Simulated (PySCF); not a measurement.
Compound: C6H11O (doublet state).
Z-matrix (Å and degrees, GFN2-xTB geometry), rows numbered from 1:
```
C 
C   1  1.3727
C   2  1.5060  1  119.03
C   2  1.3878  1  120.80  3  -179.44
C   4  1.4855  2  125.94  1  -177.99
C   5  1.5452  4  110.78  2   104.07
O   6  1.4040  5  112.36  4   -63.95
H   1  1.0746  2  121.59  3    -0.06
H   1  1.0756  2  121.31  3   179.59
H   3  1.0882  2  111.09  1   125.29
H   3  1.0893  2  110.25  1  -114.76
H   3  1.0866  2  110.44  1     4.87
H   4  1.0814  2  117.95  1    -1.36
H   5  1.0933  4  109.95  2  -137.49
H   5  1.0895  4  111.43  2   -16.72
H   6  1.0921  5  109.98  4   178.51
H   6  1.1001  5  109.38  4    59.27
H   7  0.9654  6  108.09  5    56.89
```

The hyperfine couplings belong to this conformer and change with its torsions.

Identity: `C=C(C)[CH]CCO` [radical].

Level of theory: UKS B3LYP, pcH-1 on C H O, non-relativistic, mean-field spin-orbit, GIAO in PySCF 2.14.0. One conformer (not necessarily the lowest) at the GFN2-xTB geometry, without solvent, vibrations or thermal averaging. A GFN2-xTB geometry isn't a minimum of the functional, and hyperfine couplings can be far from their values at a DFT geometry. The SCF solution wasn't tested for stability. ⟨S²⟩ is 0.776 where a pure state has 0.75.

Principal values of hyperfine tensors in MHz (contact and dipolar terms together), for some of the nuclei:

```tsv
atom	isotope	A1	A2	A3
C4	13C	5.55	6.84	161.59
C6	13C	48.14	48.61	60.50
C1	13C	2.47	4.29	150.47
H14	1H	48.78	49.28	58.33
H8	1H	-65.03	-40.66	-15.87
H13	1H	-61.09	-41.79	-16.36
H9	1H	-58.74	-39.87	-15.87
C5	13C	-23.64	-21.38	-21.09
```

**Question.** Split each tensor into its isotropic and traceless parts, and turn a_iso into mT with g = 2.0027.

**Answer.** a_iso = (A1 + A2 + A3)/3, Ti = Ai − a_iso; 1 mT corresponds to 28.030 MHz.

```tsv
atom	a_iso (MHz)	a_iso (mT)	T1	T2	T3
C4	57.99	2.069	-52.44	-51.15	103.59
C6	52.42	1.870	-4.28	-3.80	8.08
C1	52.41	1.870	-49.94	-48.12	98.06
H14	52.13	1.860	-3.35	-2.85	6.20
H8	-40.52	-1.446	-24.51	-0.14	24.65
H13	-39.75	-1.418	-21.34	-2.04	23.38
H9	-38.16	-1.361	-20.58	-1.71	22.29
C5	-22.04	-0.786	-1.60	0.66	0.94
```

**Question.** What spin density at the nucleus of C5 lies behind its contact coupling (g_N = 1.40482)?

**Answer.** a_FC = (2μ0/3) gₑ μB g_N μN ρ(0)/(2S·h) = 800.24 MHz × g_N × ρ(0)/(2S), with ρ in bohr⁻³. With a_FC = -22.04 MHz and 2S = 1, ρ(0) = -0.0196 bohr⁻³.

**Question.** C2 (13C, g_N = 1.40482) isn't in the table. Its spin density at the nucleus is -0.04217 bohr⁻³. What is its contact coupling?

**Answer.** By the same relation, a_FC = -47.4 MHz. Its full tensor has the principal values -75.44, -35.76, -31.04 MHz.

**Question.** Name the largest traceless tensor T of the table and describe it.

**Answer.** C4: -52.4, -51.2, 103.6 MHz, axial, in the ratio −1:−1:+2, the form that spin in one p orbital centred on that nucleus gives.

**Question.** What first-order splitting does C4 cause when the field lies along A1, A2 or A3 of its tensor (g taken as isotropic, no quadrupole term)?

**Answer.** 2 lines (I = 1/2), spaced by |A_i|/(g × 13.996): 0.20, 0.24, 5.76 mT along the axes of A1, A2 and A3.

Time: 64 s wall (grids of density and orbitals included); peak memory 0.97 GiB. Hardware: one thread, Arm Neoverse V2 (aarch64), shared host.
